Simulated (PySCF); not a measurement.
# How methods differ on the ionisation energy of Sr²²⁺

Sr²²⁺ [Ne] 3s2 3p4 (3P) → Sr²³⁺ [Ne] 3s2 3p3 (4S), as a difference of total energies. All numbers are calculated (PySCF 2.14, scalar relativity by spin-free X2C-1e, in an uncontracted even-tempered set (18 s from 2.1 bohr⁻², ratio 2.5; 12 p from 2.7 bohr⁻², ratio 2.5; 5 d from 14 bohr⁻², ratio 2.7; 4 f from 21 bohr⁻², ratio 2.7)). Correlated levels: outer shells: 1s2 frozen; virtual orbitals above 40 to 60 times the deepest correlated orbital energy dropped. The calculations carry no spin-orbit coupling.

| method | ionisation energy (eV) |
| --- | --- |
| UHF | 1036.3 |
| MP2 (outer shells) | 1037.3 |
| SCS-MP2 (outer shells) | 1037.3 |
| CCSD (outer shells) | 1037.3 |
| CCSD(T) (outer shells) | 1037.3 |

Spin-orbit coupling is strong in these open shells (close to jj coupling). The scalar numbers leave it out and a first-order estimate fails, so it can dominate the gap to the real levels.

Breit and QED terms and the two-electron picture change are absent.

For comparison: 1038 ± 1.5 eV (semi-empirical (NIST evaluation); NIST Atomic Spectra Database, ionization energies).
